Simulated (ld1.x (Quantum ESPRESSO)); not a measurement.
# Reading a pseudo-wave (chlorine (Cl))

Columns: radius, all-electron u(r) and pseudo u(r) of the 3p shell (level -31.68 eV) of chlorine in the configuration [Ne] 3s2 3p3; PBE, scalar-relativistic, TM scheme, ld1.x (Quantum ESPRESSO) 7.5.

| r (bohr) | all-electron | pseudo |
| --- | --- | --- |
| 0.068 | 0.1333 | -0.0082 |
| 0.135 | 0.3051 | -0.0316 |
| 0.202 | 0.3985 | -0.0679 |
| 0.270 | 0.4045 | -0.1146 |
| 0.338 | 0.3418 | -0.1670 |
| 0.405 | 0.2369 | -0.2207 |
| 0.473 | 0.1069 | -0.2746 |
| 0.540 | -0.0297 | -0.3263 |
| 0.608 | -0.1668 | -0.3783 |
| 0.675 | -0.2938 | -0.4309 |
| 0.742 | -0.4090 | -0.4870 |
| 0.810 | -0.5120 | -0.5483 |
| 0.878 | -0.6002 | -0.6129 |
| 0.945 | -0.6730 | -0.6757 |
| 1.013 | -0.7327 | -0.7329 |
| 1.080 | -0.7784 | -0.7784 |
| 1.148 | -0.8123 | -0.8123 |
| 1.215 | -0.8346 | -0.8346 |
| 1.283 | -0.8473 | -0.8473 |
| 1.350 | -0.8511 | -0.8511 |
| 1.418 | -0.8473 | -0.8473 |
| 1.485 | -0.8374 | -0.8374 |
| 1.553 | -0.8219 | -0.8219 |
| 1.620 | -0.8023 | -0.8023 |
| 1.688 | -0.7789 | -0.7789 |
| 1.755 | -0.7532 | -0.7532 |

(1) How many radial nodes do the two functions have?

(2) At about which radius was the pseudo-wave matched?

(3) Is the pseudo-wave norm-conserving?

Results:

(1) The all-electron 3p function has n − l − 1 = 1; the pseudo-wave has 0, since the states of the same l below it are removed with the core.

(2) 1.10 bohr. The columns agree to 0.0005 from 1.01 bohr on; several derivatives are matched, so the curves merge somewhat inside the radius.

(3) Yes: the TM scheme keeps the norm inside the radius equal to the all-electron one, which fixes the energy derivative of the logarithmic derivative at the level.
